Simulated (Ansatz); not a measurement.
Single points on TiH3.

```yaml
crystal:
  periodic: [false, false, false]
  atoms:
    - {symbol: Ti, position_ang: [-0.002206, 0.002060, 0.257553]}
    - {symbol: H, position_ang: [1.697117, -0.028485, -0.071058]}
    - {symbol: H, position_ang: [-0.823173, 1.482314, -0.105029]}
    - {symbol: H, position_ang: [-0.871748, -1.455890, -0.081465]}
basis:
  gaussian: {orbitals: def2-TZVPP, initial_orbitals: start.molden}
magnetization: {spin_polarized: true, initial_magnetization: 1}
correlation: {method: ccsd_t}
scf: {omitted_lower_state_checks: [starts, cluster_reference]}
output: {orbitals: {seedname: orbitals}}
```

The file start.molden holds the orbitals of an earlier run on this structure, at another level or in another basis.

```sh
$ ansatz run in.yaml --threads 4 --pin off --events-out ev --progress --plain --max-ram 3916MiB
```

It prints (some lines left out):

```
Functional definition: HF
659 factors; integrals over basis functions are off by at most 1.2e-3 eV
mean field evaluation 1: about -23130.9409 eV, gradient 1.4e1 eV
mean field evaluation 2: about -23131.8239 eV, gradient 1.2e0 eV
mean field evaluation 4: about -23131.8553 eV, gradient 1.0e-1 eV
mean field evaluation 8: about -23131.8554 eV, gradient 6.7e-6 eV
mean field -23131.85538543 eV, -850.0800060800 hartree, gradient 6.7e-6 eV, S^2 0.768614; 0 other end points of the search recorded, 0 dependent functions left out
5 core orbitals not correlated: weight in the atoms' cores, before any rotation towards them, 1.000 or more for the frozen orbitals, at most 0.000 for the correlated occupied ones
reference -23131.85538543 eV, -850.0800060800 hartree; 8, 7 occupied and 93, 94 virtual orbitals, 659 factors
second order -10.04153908 eV of doubles, -0.00000000 eV of singles
cycle   1  -10.68452816 eV  change   -6.4e-1 eV  update   1.1e-1
cycle   2  -11.05416630 eV  change   -3.7e-1 eV  update   3.8e-2
cycle   3  -11.20038902 eV  change   -1.5e-1 eV  update   3.3e-2
cycle   4  -11.19601828 eV  change    4.4e-3 eV  update   1.4e-2
cycle   5  -11.19718595 eV  change   -1.2e-3 eV  update   4.6e-3
cycle   6  -11.19991111 eV  change   -2.7e-3 eV  update   1.9e-3
cycle   7  -11.20051795 eV  change   -6.1e-4 eV  update   9.1e-4
cycle   8  -11.20089399 eV  change   -3.8e-4 eV  update   4.8e-4
cycle   9  -11.20082267 eV  change    7.1e-5 eV  update   2.0e-4
cycle  10  -11.20083394 eV  change   -1.1e-5 eV  update   7.6e-5
cycle  11  -11.20085475 eV  change   -2.1e-5 eV  update   3.4e-5
cycle  12  -11.20084189 eV  change    1.3e-5 eV  update   1.9e-5
cycle  13  -11.20084246 eV  change   -5.8e-7 eV  update   9.8e-6
perturbative correction -0.40095935 eV, -0.0147349843 hartree
Total energy: -23143.45718725 eV, -850.5063644326 hartree
Checks for a lower state left out: starts, cluster_reference
```

It took 2.1 s on 4 threads of AMD EPYC 9R45 on a shared host, peak host memory 0.79 GiB.

The first input with `gaussian: {orbitals: def2-TZVPD, initial_orbitals: start.molden}` (abridged; 0.95 s):

```
Functional definition: HF
mean field -23131.76395174 eV, -850.0766459536 hartree, gradient 2.1e-6 eV, S^2 0.768859
5 core orbitals not correlated: weight in the atoms' cores, before any rotation towards them, 1.000 or more for the frozen orbitals, at most 0.000 for the correlated occupied ones
second order -8.66748326 eV of doubles, -0.00000000 eV of singles
cycle   1  -9.28664506 eV  change   -6.2e-1 eV  update   1.0e-1
cycle   2  -9.62555910 eV  change   -3.4e-1 eV  update   3.7e-2
cycle   3  -9.75433074 eV  change   -1.3e-1 eV  update   3.0e-2
cycle   4  -9.75478615 eV  change   -4.6e-4 eV  update   1.4e-2
cycle   5  -9.75573315 eV  change   -9.5e-4 eV  update   4.4e-3
cycle   6  -9.75821127 eV  change   -2.5e-3 eV  update   1.9e-3
cycle   7  -9.75900397 eV  change   -7.9e-4 eV  update   9.7e-4
cycle   8  -9.75938454 eV  change   -3.8e-4 eV  update   4.9e-4
cycle   9  -9.75925463 eV  change    1.3e-4 eV  update   1.9e-4
cycle  10  -9.75928195 eV  change   -2.7e-5 eV  update   7.1e-5
cycle  11  -9.75929242 eV  change   -1.0e-5 eV  update   3.2e-5
cycle  12  -9.75927902 eV  change    1.3e-5 eV  update   1.7e-5
cycle  13  -9.75927045 eV  change    8.6e-6 eV  update   8.5e-6
perturbative correction -0.32879166 eV, -0.0120828707 hartree
Total energy: -23141.85201385 eV, -850.4473753984 hartree
Checks for a lower state left out: starts, cluster_reference
```

As the first input, with `gaussian: {orbitals: STO-3G}`, `hamiltonian: {xc: hf}`, `scf: {omitted_lower_state_checks: [starts]}` and without the key `correlation` (abridged; 0.1 s):

```
Functional definition: HF
mean field -22896.17654487 eV, -841.4189684381 hartree, gradient 3.7e-5 eV, S^2 0.751508
Total energy: -22896.17654487 eV, -841.4189684381 hartree
Checks for a lower state left out: starts
```

First input, but with `gaussian: {orbitals: def2-TZVP, initial_orbitals: start.molden}`, `hamiltonian: {xc: pbe0, dispersion: d4}`, `output: {forces: true, orbitals: {seedname: orbitals}}` and without the key `correlation`, `scf` (abridged; 0.85 s):

```
Functional definition: PBE0
mean field evaluation 16: about -23154.8812 eV, gradient 9.1e-1 eV
mean field evaluation 32: about -23154.9321 eV, gradient 2.1e-3 eV
mean field -23155.10309865 eV, -850.9343437828 hartree, gradient 3.0e-6 eV, S^2 0.764792; 5 other end points of the search recorded, 0 dependent functions left out
Total energy: -23155.14425116 eV, -850.9358561098 hartree
Atom 0 force     0.000851    -0.000710    -0.108269 eV/Å
Atom 1 force    -0.037727     0.000744     0.035753 eV/Å
Atom 2 force     0.017811    -0.032436     0.036535 eV/Å
Atom 3 force     0.019066     0.032401     0.035980 eV/Å
Dipole moment:    -0.003397     0.003195     0.396950 e Å
```

The first input with `gaussian: {orbitals: def2-TZVP, initial_orbitals: start.molden}`, `hamiltonian: {xc: pbe}`, `correlation: {method: rpa}`, `scf: {omitted_lower_state_checks: [starts]}` and without the key `output` (abridged; 0.3 s):

```
Functional definition: PBE
mean field -23154.48396556 eV, -850.9115910615 hartree, gradient 4.1e-6 eV, S^2 0.759306
5 core orbitals not correlated: weight in the atoms' cores, before any rotation towards them, 1.000 or more for the frozen orbitals, at most 0.000 for the correlated occupied ones
Total energy: -23146.35064681 eV, -850.6126971103 hartree
Checks for a lower state left out: starts
```

As the first input, with `gaussian: {orbitals: def2-TZVP, initial_orbitals: start.molden}`, `hamiltonian: {xc: hse06, dispersion: d4}`, `scf: {omitted_lower_state_checks: [starts]}` and without the key `correlation` (abridged; 0.55 s):

```
Functional definition: HSE06
mean field -23154.85583044 eV, -850.9252568437 hartree, gradient 7.9e-6 eV, S^2 0.765087
Total energy: -23154.89410081 eV, -850.9266632538 hartree
Checks for a lower state left out: starts
```

The first input with `gaussian: {orbitals: 6-31G}`, `hamiltonian: {xc: {name: B3LYP}, dispersion: d4}`, `scf: {omitted_lower_state_checks: [starts]}` and without the key `correlation` (abridged; 0.4 s):

```
Functional definition: B3LYP
mean field evaluation 16: about -23159.3189 eV, gradient 1.1e-2 eV
mean field evaluation 32: about -23159.6011 eV, gradient 2.2e-5 eV
mean field -23159.60109205 eV, -851.0996419915 hartree, gradient 1.6e-5 eV, S^2 0.763286
Total energy: -23159.68169056 eV, -851.1026039320 hartree
Checks for a lower state left out: starts
```

Geometry: PBE-D4/def2-TZVP.

The 6-31G sets use Cartesian d functions. B3LYP takes the VWN-RPA correlation. HSE06 is defined as in plane-wave codes, on full-range PBE exchange. Correlated methods freeze 5 core orbitals; core or outer-core shells of Ti are correlated, in sets that lack core-valence functions.
